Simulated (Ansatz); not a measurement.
One change: `CCCCCO` becomes `C=CCCCCC`.

Ansatz, PBE0-D4/def2-TZVP geometries, multiplicity 1. Each molecule was computed in one conformer, which needn't be the lowest.

| property | `CCCCCO` |
| --- | --- |
| HOMO–LUMO gap (PBE/def2-TZVPP) / eV | 6.30 |
| HOMO energy (B3LYP/def2-TZVPP) / eV | -7.53 |
| size of the dipole moment (PBE/def2-TZVPP) / D | 1.46 |
| HOMO energy (PBE/def2-TZVPP) / eV | -6.13 |
| HOMO–LUMO gap (ωB97M-V/def2-TZVPP) / eV | 12.62 |
| LUMO energy (ωB97M-V/def2-TZVPP) / eV | 2.43 |

Task: What does the change do to each property? (Best estimate.)

Result: Ansatz gave: 
| property | `C=CCCCCC` | shift |
| --- | --- | --- |
| HOMO–LUMO gap (PBE/def2-TZVPP) / eV | 5.54 | -0.76 |
| HOMO energy (B3LYP/def2-TZVPP) / eV | -7.12 | 0.41 |
| size of the dipole moment (PBE/def2-TZVPP) / D | 0.35 | -1.11 |
| HOMO energy (PBE/def2-TZVPP) / eV | -6.22 | -0.09 |
| HOMO–LUMO gap (ωB97M-V/def2-TZVPP) / eV | 11.95 | -0.67 |
| LUMO energy (ωB97M-V/def2-TZVPP) / eV | 2.35 | -0.08 |

With PBE0 the HOMO rises by 0.42 eV and the LUMO falls by 0.66 eV, so the gap narrows by about 1.08 eV. PBE moves the HOMO by -0.09 eV and ωB97M-V by 0.60 eV. Dipoles are sizes alone; their direction can turn.

B3LYP here is the variant with VWN-RPA as its local correlation; programs differ in this.
